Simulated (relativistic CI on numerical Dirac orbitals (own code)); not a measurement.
Calculated at this level of theory: Dirac-Coulomb-Breit CI, KLI orbitals optimised for each configuration, model QED, unscaled Slater integrals (own radial code, finite nucleus).

The strongest absorption lines from the ground level of an ion, among the configurations computed and to levels below about 18100 eV (vacuum wavelength in nm, gf): 0.06894 (0.093), 0.06997 (0.063), 0.07954 (5e-05), 0.08910 (0.32), 0.09228 (0.00016), 0.09336 (0.27), 0.51232 (0.3), 5.2446 (0.0084).

(1) Which ion is it?
A. Er⁶⁴⁺
B. Hg⁷⁴⁺
C. Hg⁷⁶⁺
D. Hg⁷⁸⁺

Results:

(1) C. Hg⁷⁶⁺ has 4 electrons and the ground level 2s² ¹S0; the strongest line goes to 2s3p ¹P°1. The pattern of lines fixes the number of electrons, and along that sequence the line energies rise steadily with the charge (about as its square where n changes within one kind of shell, about linearly where n is kept but much faster in heavy ions where fine structure, which grows about as Z⁴, sets the gap, and irregularly where shells cross), which fixes Z. Configurations outside the model, such as inner-shell arrays, can give stronger lines. At this charge energies of transitions that change n are usually good to better than 1 %, and those within a shell (Δn = 0) to a few per cent.

LS names give the leading component of a level, which can be under half, so a name can repeat, a term be missing and a line seem to break the LS rules.
